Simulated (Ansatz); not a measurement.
# Relative stability

The two ends of one reaction step of BH₄ClF₂, closed shell (PBE0-D4/def2-TZVP).

A:

B1  (-0.235, -1.054, 0.057)
Cl2  (1.492, -0.568, -0.441)
H3  (-0.688, -1.893, -0.652)
H4  (-0.358, -1.091, 1.242)
H5  (-0.626, 1.094, -0.112)
F6  (-1.144, 0.286, -0.355)
H7  (1.110, 1.265, 0.060)
F8  (0.448, 1.960, 0.202)
(Å)

B:

B1  (-0.656, -1.097, 0.083)
Cl2  (1.820, -0.370, -0.436)
H3  (-0.624, -2.007, -0.685)
H4  (-0.416, -1.170, 1.249)
H5  (-0.538, 1.595, 0.051)
F6  (-1.249, 0.040, -0.345)
H7  (1.480, 0.844, -0.132)
F8  (0.184, 2.165, 0.214)
(Å)

Computed with Ansatz 0.2.0 (basis: def2-TZVPP); correlated methods freeze the cores. B3LYP uses VWN-RPA correlation.

(1) Which structure is lower at CCSD(T), and by how much? (Judge from chemistry; the value comes from the calculation.)

(2) Do the other methods give the same order? (A judgement: the text doesn't fix the answer.)

No T1 diagnostic of these runs exceeds 0.011.

## Answers

(1) By the calculation: B, by 34.0 kJ/mol (electronic energy, against the other). By their contacts, A is a complex of BH₃ClF ([FH][BH2][Cl]) + HF and B is a complex of BH₂F ([BH2][F]) + HCl + HF.

(2) Computed: Not all: SPW92 gives the other order.

| method | E(B) − E(A) (kJ/mol) |
| --- | --- |
| SPW92 | 15.6 |
| PBE-D4 | -15.2 |
| BLYP-D4 | -35.0 |
| r2SCAN-D4 | -20.4 |
| B97M-V | -36.6 |
| PBE0-D4 | -19.7 |
| B3LYP-D4 | -36.1 |
| r2SCAN0-D4 | -23.4 |
| BHLYP-D4 | -43.3 |
| CAM-B3LYP-D4 | -32.3 |
| wB97X-V | -29.8 |
| wB97M-V | -28.4 |
| B2PLYP | -35.5 |
| PBE-QIDH | -23.7 |
| RPA on PBE | -35.3 |
| HF | -76.6 |
| MP2 | -27.7 |
| CCSD | -41.0 |
| CCSD(T) | -34.0 |

Labels in which every atom is bracketed show which atoms are joined, not bond orders.

For scale, one of the runs: CCSD(T)/def2-TZVPP, 191 basis functions, launched by `ansatz run in.yaml --threads 4 --pin off --events-out ev --progress --plain --max-ram 9574MiB`. Hardware: 4 CPU threads of an Intel Xeon, shared host. Wall time 47 s; peak host memory 2.2 GiB.
